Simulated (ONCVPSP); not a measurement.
An all-electron radial function and its pseudo partner (Ga)

Columns: radius, all-electron u(r) and pseudo u(r) of the 3p shell (level -102.54 eV) of gallium in the configuration [Ne] 3s2 3p6 3d10 4s2 4p0.5; LDA (Perdew-Zunger), scalar-relativistic, ONCV scheme, ONCVPSP 4.0.1.

| r (bohr) | all-electron | pseudo |
| --- | --- | --- |
| 0.055 | -0.4309 | 0.0331 |
| 0.110 | -0.6942 | 0.1275 |
| 0.165 | -0.5396 | 0.2725 |
| 0.220 | -0.1569 | 0.4518 |
| 0.275 | 0.2760 | 0.6459 |
| 0.330 | 0.6597 | 0.8359 |
| 0.385 | 0.9533 | 1.0050 |
| 0.440 | 1.1508 | 1.1404 |
| 0.495 | 1.2625 | 1.2341 |
| 0.550 | 1.3052 | 1.2831 |
| 0.605 | 1.2973 | 1.2900 |
| 0.660 | 1.2536 | 1.2601 |
| 0.715 | 1.1866 | 1.2016 |
| 0.770 | 1.1058 | 1.1231 |
| 0.825 | 1.0181 | 1.0330 |
| 0.880 | 0.9285 | 0.9388 |
| 0.935 | 0.8404 | 0.8459 |
| 0.990 | 0.7560 | 0.7579 |
| 1.045 | 0.6766 | 0.6768 |
| 1.100 | 0.6030 | 0.6029 |
| 1.155 | 0.5355 | 0.5354 |
| 1.210 | 0.4741 | 0.4740 |
| 1.265 | 0.4186 | 0.4185 |
| 1.320 | 0.3689 | 0.3688 |
| 1.375 | 0.3243 | 0.3243 |
| 1.430 | 0.2848 | 0.2847 |

How many radial nodes do the two functions have?

The all-electron 3p function has n − l − 1 = 1; the pseudo-wave has 0, since the states of the same l below it are removed with the core.

At about which radius was the pseudo-wave matched?

1.10 bohr. The columns agree to 0.0005 from 1.04 bohr on; several derivatives are matched, so the curves merge somewhat inside the radius.

Where does each function peak?

Outermost all-electron maximum near 0.55 bohr, pseudo maximum near 0.60 bohr (to the table’s step).

Is the pseudo-wave norm-conserving?

Yes: the ONCV scheme keeps the norm inside the radius equal to the all-electron one, which fixes the energy derivative of the logarithmic derivative at the level.
